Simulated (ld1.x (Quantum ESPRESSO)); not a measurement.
**Transferability test, TM semilocal potential for iodine**

I, norm-conserving Troullier–Martins (semilocal form), made with ld1.x (Quantum ESPRESSO) 7.5 (PW91, scalar-relativistic). Core [Kr], reference 4d10 5s2 5p4 (charge +1). Waves: 5s (bound): rc 1.25 bohr; 4d (bound): rc 1.08 bohr; 5p (bound): rc 1.85 bohr. Local part: the p channel. Core correction: none.

Energies are relative to the spin-unpolarised reference configuration 4d10 5s2 5p4; without spin polarisation the order of configurations can differ from experiment.

```tsv
valence configuration	charge	ΔE all-electron (eV)	error AE − PS (meV)
4d10 5s2 5p3	+2	19.915	+3.3
4d10 5s2 5p2	+3	49.332	+33
4d10 5s2 5p4.5	+0.5	-6.628	+3.2
4d10 5s2 5p5.3	-0.3	-12.982	+10
4d10 5s1 5p5	+1	11.005	+10
```

What are ΔE and the potential's error for 4d9 5s2 5p6?

ΔE = 34.682 eV all-electron; the error (AE − PS) is +82 meV.

What are ΔE and the potential's error for 4d10 5s2 5p5?

ΔE = -11.185 eV all-electron; the error (AE − PS) is +7.4 meV.

Levels in the configuration 4d10 5s2 5p5.3:

```json
{"level": "4d", "all-electron (eV)": "-47.759", "pseudo (eV)": "-47.919"}
{"level": "5s", "all-electron (eV)": "-15.053", "pseudo (eV)": "-15.068"}
{"level": "5p", "all-electron (eV)": "-4.867", "pseudo (eV)": "-4.874"}
```

ld1.x printed “convergence not achieved” for 7 of the counted tests; their residual had stalled under 1e-8, short of the target of 1e-14.
